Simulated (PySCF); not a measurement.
B(Cl)(NCO)(OMe) (C2H3BClNO2), SMILES COB(Cl)N=C=O. Atoms are numbered in the order given.

```xyz
10

B      0.1414     0.5145     0.0000
Cl     1.9120     0.5947     0.0000
N     -0.5196    -0.7551     0.0000
C     -0.4597    -1.9621     0.0000
O     -0.4917    -3.1302     0.0000
O     -0.5317     1.6733     0.0000
C     -1.9468     1.7674     0.0000
H     -2.2629     2.3261     0.8935
H     -2.2629     2.3261    -0.8935
H     -2.4220     0.7743     0.0000
```
Charge 0, spin multiplicity 1.

Coordinates come from a r2SCAN-D4/def2-SVP optimisation. This is a generated structure with no PubChem entry under its InChIKey; it may be hypothetical. One conformer was computed; it need not be the lowest.

These are PBE/pcSseg-1 (PySCF) values and carry that method's errors.

GIAO shieldings, no solvent; atoms alike by connectivity are averaged. δ = σ(ref) − σ: ¹¹B against BF3 (σ = 83.9 ppm); ³⁵Cl against HCl (σ = 936.5 ppm); ¹⁵N against NH3 (σ = 267.0 ppm); ¹³C against TMS (σ = 182.0 ppm); ¹⁷O against H2O (σ = 334.3 ppm); ¹H against TMS (σ = 31.49 ppm), references at their B3LYP-D3(BJ)/def2-TZVP geometries, non-relativistic (without spin–orbit terms, shifts of atoms bonded to Cl or Br come out too high).

Computed chemical shifts:
```json
[
 {"nucleus": "¹¹B", "atoms": "B1", "count": "1", "δ (ppm)": "9.4"},
 {"nucleus": "³⁵Cl", "atoms": "Cl2", "count": "1", "δ (ppm)": "153.0"},
 {"nucleus": "¹⁵N", "atoms": "N3", "count": "1", "δ (ppm)": "79.6"},
 {"nucleus": "¹³C", "atoms": "C4", "count": "1", "δ (ppm)": "130.5"},
 {"nucleus": "¹³C", "atoms": "C7", "count": "1", "δ (ppm)": "60.9"},
 {"nucleus": "¹⁷O", "atoms": "O5", "count": "1", "δ (ppm)": "182.6"},
 {"nucleus": "¹⁷O", "atoms": "O6", "count": "1", "δ (ppm)": "157.8"},
 {"nucleus": "¹H", "atoms": "H8, H9, H10", "count": "3", "δ (ppm)": "4.29"}
]
```
